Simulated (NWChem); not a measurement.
Everything below was run with NWChem. System: HSi, charge 0, spin multiplicity 2, at a geometry optimised with UPBE/def2-SVP. The structure started from a generated list of species. Its SCF solution wasn't tested for a lower state. Level: UHF/def2-QZVP.

The NWChem input:

```
start mol
memory heap 200 mb stack 900 mb global 1100 mb
geometry units angstroms nocenter noautoz
  Si     0.000000     0.000000     0.103689
  H      0.000000     0.000000    -1.451653
  symmetry group C2v
end
basis spherical
  * library def2-qzvp
end
scf
  uhf
  nopen 1
  maxiter 100
  thresh 1e-7
  semidirect memsize 60000000 filesize 0
  # guess.movecs holds the orbitals of an unrestricted PBE0 run
  vectors input guess.movecs output mol.movecs
end
task scf energy
```

Part of the output:

```
             Northwest Computational Chemistry Package (NWChem) 7.3.0
             --------------------------------------------------------

                                NWChem Input Module
                                -------------------

 Scaling coordinates for geometry "geometry" by  1.889725989
 (inverse scale =  0.529177249)

 Turning off AUTOSYM since
 SYMMETRY directive was detected!

                             Geometry "geometry" -> ""
                             -------------------------

 Output coordinates in angstroms (scale by  1.889725989 to convert to a.u.)

  No.       Tag          Charge          X              Y              Z
 ---- ---------------- ---------- -------------- -------------- --------------
    1 Si                  14.0000     0.00000000     0.00000000     0.10368900
    2 H                    1.0000     0.00000000     0.00000000    -1.45165300

 Effective nuclear repulsion energy (a.u.)       4.7632491671

            Nuclear Dipole moment (a.u.)
            ----------------------------
        X                 Y               Z
 ---------------- ---------------- ----------------
     0.0000000000     0.0000000000    -0.0000132281

      Symmetry information
      --------------------

 Group name             C2v
 Group number             16
 Group order               4
 No. of unique centers     2

      Symmetry unique atoms

     1    2


 Summary of "ao basis" -> "" (spherical)
 ------------------------------------------------------------------------------
       Tag                 Description            Shells   Functions and Types
 ---------------- ------------------------------  ------  ---------------------
 *                         def2-qzvp                  on all atoms

 Summary of "ao basis" -> "ao basis" (spherical)
 ------------------------------------------------------------------------------
       Tag                 Description            Shells   Functions and Types
 ---------------- ------------------------------  ------  ---------------------
 Si                        def2-qzvp                22       70   9s6p4d2f1g
[...]
  ----- ------------  ---------------      ----- ------------  ---------------
    25      0.796278  1 Si px                19      0.264470  1 Si px

 Vector   10  Occ=0.000000D+00  E= 1.275929D-01  Symmetry=a1
              MO Center= -6.4D-15, -2.7D-14,  1.2D+00, r^2= 7.1D+00
   Bfn.  Coefficient  Atom+Function         Bfn.  Coefficient  Atom+Function
  ----- ------------  ---------------      ----- ------------  ---------------
    74      2.632457  2 H  s                 27      2.157593  1 Si pz
     9     -1.632459  1 Si s                 73     -0.711165  2 H  s
    24     -0.546732  1 Si pz                 8      0.338246  1 Si s
    40      0.291288  1 Si d  0               7     -0.262052  1 Si s
    83     -0.193294  2 H  pz

 center of mass
 --------------
 x =   0.00000000 y =   0.00000000 z =   0.09374631

 moments of inertia (a.u.)
 ------------------
           8.403593193981           0.000000000000           0.000000000000
           0.000000000000           8.403593193981           0.000000000000
           0.000000000000           0.000000000000           0.000000000000

  Mulliken analysis of the total density
  --------------------------------------

    Atom       Charge   Shell Charges
 -----------   ------   -------------------------------------------------------
    1 Si  14    13.89   1.69  0.01  0.25  0.37  1.07  0.56  0.43  1.05  0.42  5.48 -0.01  0.55  0.63  1.00  0.30  0.00  0.02  0.04  0.03  0.00  0.00  0.00
    2 H    1     1.11   0.11  0.33  0.51  0.14  0.00  0.00  0.02  0.00  0.00  0.00

  Mulliken analysis of the alpha density
  --------------------------------------

    Atom       Charge   Shell Charges
 -----------   ------   -------------------------------------------------------
    1 Si  14     7.46   0.84  0.00  0.13  0.19  0.53  0.28  0.21  0.55  0.21  2.75 -0.01  0.28  0.45  0.76  0.24  0.00  0.01  0.02  0.02  0.00  0.00  0.00
    2 H    1     0.54   0.05  0.16  0.25  0.07  0.00  0.00  0.01  0.00  0.00  0.00

   Mulliken analysis of the beta density
   -------------------------------------

    Atom       Charge   Shell Charges
 -----------   ------   -------------------------------------------------------
    1 Si  14     6.43   0.84  0.00  0.13  0.19  0.53  0.28  0.22  0.51  0.21  2.73 -0.00  0.27  0.18  0.24  0.06  0.00  0.01  0.02  0.01  0.00  0.00  0.00
    2 H    1     0.57   0.05  0.17  0.27  0.07  0.00  0.00  0.01  0.00  0.00  0.00

   Mulliken analysis of the spin density
   -------------------------------------

    Atom       Charge   Shell Charges
 -----------   ------   -------------------------------------------------------
    1 Si  14     1.03   0.00 -0.00 -0.00  0.00  0.00 -0.00 -0.01  0.04 -0.00  0.02 -0.00  0.01  0.27  0.51  0.19  0.00  0.00  0.01  0.01 -0.00 -0.00 -0.00
    2 H    1    -0.03  -0.00 -0.01 -0.02 -0.00  0.00  0.00  0.00  0.00  0.00  0.00

       Multipole analysis of the density wrt the origin
       ------------------------------------------------

     L   x y z        total         alpha         beta         nuclear
     -   - - -        -----         -----         ----         -------
     0   0 0 0     -0.000000     -8.000000     -7.000000     15.000000

     1   1 0 0     -0.000000     -0.000000     -0.000000      0.000000
     1   0 1 0     -0.000000      0.000000     -0.000000      0.000000
     1   0 0 1     -0.052912     -0.011248     -0.041651     -0.000013

     2   2 0 0    -12.457594     -9.232338     -3.225256      0.000000
     2   1 1 0      0.000000      0.000000     -0.000000      0.000000
     2   1 0 1      0.000000      0.000000     -0.000000      0.000000
     2   0 2 0     -8.755067     -5.156584     -3.598483      0.000000
     2   0 1 1     -0.000000     -0.000000     -0.000000      0.000000
     2   0 0 2    -12.612399    -10.949425     -9.725781      8.062807

 Task  times  cpu:        1.1s     wall:        1.1s

 Total times  cpu:        1.2s     wall:        1.2s
```
